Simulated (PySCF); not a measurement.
SiHClBr2, SMILES Cl[SiH](Br)Br. Geometry optimised at PBE-D3(BJ)/def2-SVP.

Give the equilibrium geometry at PBE-D3(BJ)/def2-SVP (PySCF confirms it by a frequency run) as Cartesian coordinates in Å, and its point group. (Estimate from the structure and the level; the computed values follow.)

point group Cs.
```xyz
5

Si     0.5751    -0.4277     0.0000
Cl    -0.2198    -2.3333     0.0000
Br    -0.0911     0.6596    -1.8209
Br    -0.0911     0.6596     1.8209
H      2.0632    -0.5169     0.0000
```
Charge 0, spin multiplicity 1.
